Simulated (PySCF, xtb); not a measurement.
KF, SMILES [F][K].

Harmonic wavenumbers (cm⁻¹) from GFN2-xTB (xtb) at its own minimum, in rising order: 339.

Q: What does PBE-D3(BJ)/def2-TZVPD (PySCF) give at its own minimum? (Estimate from the structure and the level; the computed values follow.)

A: 401. Paired by order, the mean absolute difference is 62 cm⁻¹ and the zero-point energies are 0.5 and 0.6 kcal/mol.
